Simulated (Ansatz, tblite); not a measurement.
Removing an electron: Si6Cl6 prismane (Si6Cl6). The state is a singlet with charge 0. Geometry: PBE0-D4/def2-SVP. Ansatz, gas phase; energy differences of separate SCF runs; the oxidised species was run as a doublet alone.

```xyz
12

Si   -0.633    1.664    0.381
Cl   -1.391    3.528    0.848
Si    0.100    0.692   -1.682
Cl    0.191    1.425   -3.611
Si    1.606    0.840    0.175
Cl    3.449    1.745    0.406
Si    0.891   -1.290    0.925
Cl    1.949   -2.720    1.977
Si   -1.349   -0.466    1.131
Cl   -2.891   -0.938    2.422
Si   -0.615   -1.439   -0.932
Cl   -1.306   -3.040   -2.039
```

The xTB rows come from tblite. HOMO above LUMO, or a gap near zero within one spin, warns that the state may not be the lowest or that an electron is smeared out.

```csv
level,−HOMO (eV),vertical IE (eV),−LUMO (eV),HOMO–LUMO gap (eV),remarks
GFN1-xTB,9.44,11.05,7.36,2.08,–
GFN2-xTB,8.87,10.64,6.49,2.38,–
PBE-D4/def2-SVP,6.00,8.04,4.33,1.68,gap within one spin near zero (+1 doublet)
PBE0-D4/def2-SVP,7.03,8.44,3.77,3.26,–
```

Relaxing the oxidised species (PBE0-D4/def2-SVP) changes its energy by -0.66 eV at PBE0-D4/def2-SVP, so the adiabatic ionisation energy to this nearest minimum is 7.77 eV. On the way the bond Si1–Si3 breaks. At PBE-D4/def2-SVP it is 7.55 eV.    Raw xTB energy differences between charge states are shifted by several eV; the methods need an empirical correction for them.
